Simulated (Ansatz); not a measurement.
Cost and result for the atomization energy of `[ZnH][S][GaH2]` (6 atoms, 5 bonds).

Charge 0, multiplicity 1. For Zn the d shell is correlated and the shells below it are frozen. Correlated methods include outer-core shells of Ga, which these sets cover unevenly. Scalar relativity is left out up to krypton. All single points use the PBE0-D4/def2-TZVP geometry. Program: Ansatz. All runs use 4 threads of an Intel Xeon 6975P-C on a shared host. Times are those of one run each, without the atoms' runs, and a repeat can differ threefold. Electronic energies, without spin–orbit coupling; frozen cores. CCSD(T)/CBS adds CCSD(T) − MP2 in def2-TZVPP to the MP2 limit, and its time is that of the two runs behind it. T1 = 0.015. With those shells the extrapolation isn't a true limit. B3LYP takes the VWN-RPA correlation (the form of Gaussian; ORCA's B3LYP/G).

CCSD(T)/CBS is a level of theory with its own doubt, some kJ/mol a heavy atom from the limit and from the frozen cores, so smaller differences don't rank the functionals.

```tsv
level	functions	wall time	atomization (kcal/mol)	difference from CCSD(T)/CBS	per bond
revPBE-D4/def2-TZVPP	196	0.8 s	300.6	-12.8	-2.6
PBE-D4/def2-TZVPP (with forces)	196	1.1 s	308.1	-5.3	-1.1
PBE0-D4/def2-TZVPP	196	1.5 s	308.7	-4.7	-0.9
CCSD(T)/def2-SVP	96	1.6 s	288.6	-24.8	-4.9
r2SCAN-D4/def2-TZVPP (with forces)	196	2 s	318.8	5.4	1.1
B2PLYP/def2-TZVPP	196	2.2 s	302.8	-10.6	-2.1
B3LYP-D4/def2-TZVPP (with forces)	196	2.3 s	302.9	-10.5	-2.1
PBE-QIDH/def2-TZVPP	196	2.3 s	313.2	-0.2	0.0
ωB97X-V/def2-TZVPP	196	3.3 s	317.9	4.5	0.9
ωB97M-V/def2-TZVPP (with forces)	196	4.5 s	312.2	-1.2	-0.2
MP2/def2-QZVPP	349	7.5 s	313.8	0.4	0.1
CCSD(T)/def2-TZVPP	196	16 s	306.0	-7.4	-1.5
CCSD(T)/CBS(def2)	–	23 s	313.4	0.0	0.0
```

In def2-TZVPP, CCSD(T) changes the Hartree–Fock value by +81.2 kcal/mol (the triples alone add +5.2 kcal/mol) and MP2 by +84.4 kcal/mol; breaking electron pairs costs correlation energy, which Hartree–Fock lacks. From r2SCAN to r2SCAN0 (25 % exact exchange), in def2-TZVPP and without D4, the atomization energy moves by −4.2 kcal/mol: exact exchange takes away binding that semilocal exchange gives to molecules. The D4 term adds +5.7 kcal/mol with B3LYP and +3.0 kcal/mol with PBE0; it sums over pairs of atoms, weighted by their polarisabilities, and B3LYP, whose exchange is more repulsive, gets the larger term.
